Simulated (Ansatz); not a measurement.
H3O4Si, SMILES [O][Si](O)(O)O, multiplicity 2.

Coordinates come from a B3LYP-D3(BJ)/def2-SVP optimisation. The isomer is the one that the SMILES or the coordinates give; other isomers of the formula were not compared. One conformer was computed; it need not be the lowest.

Two levels are set side by side: PBE/def2-SVPD (Ansatz, a quantum-chemistry and plane-wave program) and PBE0/def2-SVPD (Ansatz). Energy differences of separate SCF runs at the same geometry; the states with an electron removed or added have multiplicity 3 and 1. Differences are taken from unrounded values.

```
quantity                           PBE
-------------------------------  -----
vertical ionisation energy (eV)  10.70
vertical electron affinity (eV)   2.71
```

### Question
These are the PBE values. What does PBE0 give? (An estimate is asked for; the answer gives what the named calculation found.)

### Answer

```tsv
quantity	PBE0	PBE minus PBE0
vertical ionisation energy (eV)	11.45	-0.75
vertical electron affinity (eV)	2.56	0.15
```
